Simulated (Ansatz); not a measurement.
Mulliken charges of C$_{2}$H$_{6}$FY, SMILES `[CH3][Y]([CH3])[F]` from PBE/def2-TZVPP in Ansatz (PBE0-D4/def2-TZVP geometry).

```json
{"atom": "C1", "x (Å)": "-1.138", "y (Å)": "1.504", "z (Å)": "0.454", "charge (e)": "-0.655"}
{"atom": "Y2", "x (Å)": "-0.457", "y (Å)": "-0.224", "z (Å)": "-0.978", "charge (e)": "1.159"}
{"atom": "C3", "x (Å)": "1.535", "y (Å)": "-1.171", "z (Å)": "-0.183", "charge (e)": "-0.662"}
{"atom": "F4", "x (Å)": "-1.884", "y (Å)": "-1.538", "z (Å)": "-1.410", "charge (e)": "-0.423"}
{"atom": "H5", "x (Å)": "-1.088", "y (Å)": "1.158", "z (Å)": "1.496", "charge (e)": "0.106"}
{"atom": "H6", "x (Å)": "-0.482", "y (Å)": "2.384", "z (Å)": "0.402", "charge (e)": "0.086"}
{"atom": "H7", "x (Å)": "-2.164", "y (Å)": "1.860", "z (Å)": "0.296", "charge (e)": "0.095"}
{"atom": "H8", "x (Å)": "1.560", "y (Å)": "-2.266", "z (Å)": "-0.221", "charge (e)": "0.101"}
{"atom": "H9", "x (Å)": "1.691", "y (Å)": "-0.885", "z (Å)": "0.867", "charge (e)": "0.106"}
{"atom": "H10", "x (Å)": "2.428", "y (Å)": "-0.822", "z (Å)": "-0.724", "charge (e)": "0.087"}
```

Problem. By hand: the dipole of these point charges (1 e Å = 4.8032 D).

Solution. Σ q r = (0.182, 0.291, -0.485) e Å, of length 0.594 e Å = 2.85 D.

Problem. How does the dipole of the full density compare? (An estimate is asked.)

Solution. Computed: (0.284, 0.418, -0.581) e Å, 3.70 D; the point charges give 0.77 times that, at 6° from its direction.

Point charges leave out the atoms' own dipoles, such as those of lone pairs, and Mulliken's split depends on the basis, so the two needn't agree.
